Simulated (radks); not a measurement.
Values are calculated unless marked as measured or tabulated.
Tc XXIV, configuration [Ar] 3d2. Code: a radial shooting solver on a logarithmic mesh with Libxc functionals. Model: scalar-relativistic Kohn-Sham, LDA (Slater exchange, VWN5 correlation), spin-unpolarised, spherical densities, finite nucleus; Fermi nuclear charge, rms radius 4.4112 fm.

Local quantities along the radius. ELF = 1/(1 + alpha^2) is the electron localisation function; alpha = (tau - tau_W)/tau_unif compares the Pauli kinetic energy density with that of the uniform gas; -r V(r) is the screened charge that the Kohn-Sham potential presents (atomic units); s = |grad rho|/(2 (3 pi^2)^(1/3) rho^(4/3)) is the reduced gradient. tau is taken from the large components.

| r (bohr) | ELF | alpha | -r V(r) | s |
|---|---|---|---|---|
| 0.002731 | 0.999 | 0.02407 | 42.55 | 0.5202 |
| 0.003079 | 0.999 | 0.02485 | 42.49 | 0.5096 |
| 0.003472 | 0.999 | 0.02584 | 42.42 | 0.5012 |
| 0.003914 | 0.999 | 0.02706 | 42.34 | 0.4950 |
| 0.004413 | 0.999 | 0.02858 | 42.26 | 0.4909 |
| 0.005016 | 0.999 | 0.03060 | 42.16 | 0.4888 |
| 0.005656 | 0.999 | 0.03295 | 42.05 | 0.4889 |
| 0.006377 | 0.999 | 0.03588 | 41.93 | 0.4910 |
| 0.00719 | 0.998 | 0.03953 | 41.80 | 0.4952 |
| 0.008106 | 0.998 | 0.04414 | 41.64 | 0.5017 |
| 0.00914 | 0.998 | 0.05003 | 41.47 | 0.5104 |
| 0.01031 | 0.997 | 0.05763 | 41.28 | 0.5217 |
| 0.01162 | 0.995 | 0.06760 | 41.08 | 0.5358 |
| 0.01321 | 0.993 | 0.08192 | 40.83 | 0.5539 |
| 0.01489 | 0.990 | 0.1003 | 40.57 | 0.5742 |
| 0.01679 | 0.984 | 0.1258 | 40.28 | 0.5976 |
| 0.01893 | 0.975 | 0.1617 | 39.97 | 0.6241 |
| 0.02134 | 0.957 | 0.2132 | 39.63 | 0.6530 |
| 0.02406 | 0.923 | 0.2880 | 39.26 | 0.6827 |
| 0.02713 | 0.864 | 0.3969 | 38.85 | 0.7100 |
| 0.03059 | 0.766 | 0.5530 | 38.41 | 0.7294 |
| 0.03477 | 0.620 | 0.7825 | 37.91 | 0.7310 |
| 0.0392 | 0.477 | 1.047 | 37.40 | 0.7029 |
| 0.0442 | 0.370 | 1.305 | 36.85 | 0.6375 |
| 0.04983 | 0.319 | 1.460 | 36.27 | 0.5392 |
| 0.05618 | 0.328 | 1.431 | 35.66 | 0.4309 |
| 0.06335 | 0.394 | 1.239 | 35.02 | 0.3446 |
| 0.07142 | 0.507 | 0.9857 | 34.34 | 0.3010 |
| 0.08053 | 0.632 | 0.7625 | 33.64 | 0.3018 |
| 0.09153 | 0.737 | 0.5973 | 32.87 | 0.3412 |
| 0.1032 | 0.793 | 0.5111 | 32.13 | 0.4041 |
| 0.1164 | 0.808 | 0.4875 | 31.38 | 0.4859 |
| 0.1312 | 0.775 | 0.5383 | 30.63 | 0.5818 |
| 0.1479 | 0.666 | 0.7086 | 29.88 | 0.6802 |
| 0.1668 | 0.459 | 1.086 | 29.14 | 0.7472 |
| 0.188 | 0.259 | 1.690 | 28.41 | 0.7146 |
| 0.212 | 0.183 | 2.115 | 27.70 | 0.5386 |
| 0.241 | 0.240 | 1.780 | 26.99 | 0.3176 |
| 0.2717 | 0.432 | 1.147 | 26.37 | 0.2388 |
| 0.3063 | 0.659 | 0.7196 | 25.79 | 0.2862 |
| 0.3454 | 0.790 | 0.5160 | 25.27 | 0.4033 |
| 0.3894 | 0.838 | 0.4402 | 24.82 | 0.5647 |
| 0.4391 | 0.838 | 0.4399 | 24.45 | 0.7777 |
| 0.495 | 0.797 | 0.5048 | 24.14 | 1.073 |
| 0.5582 | 0.698 | 0.6585 | 23.91 | 1.512 |
| 0.6344 | 0.497 | 1.006 | 23.70 | 2.263 |
| 0.7153 | 0.252 | 1.722 | 23.53 | 3.464 |
| 0.8064 | 0.079 | 3.405 | 23.39 | 5.612 |
| 0.9093 | 0.016 | 7.899 | 23.27 | 9.716 |
| 1.025 | 0.002 | 21.85 | 23.18 | 18.16 |
| 1.156 | 0.000 | 73.40 | 23.11 | 37.00 |
| 1.303 | 0.000 | 305.9 | 23.06 | 83.19 |

On this mesh the ELF has minima near r = 0.050, 0.21 bohr, which separate the shells, and maxima near 0.12 (0.81), 0.44 (0.84).
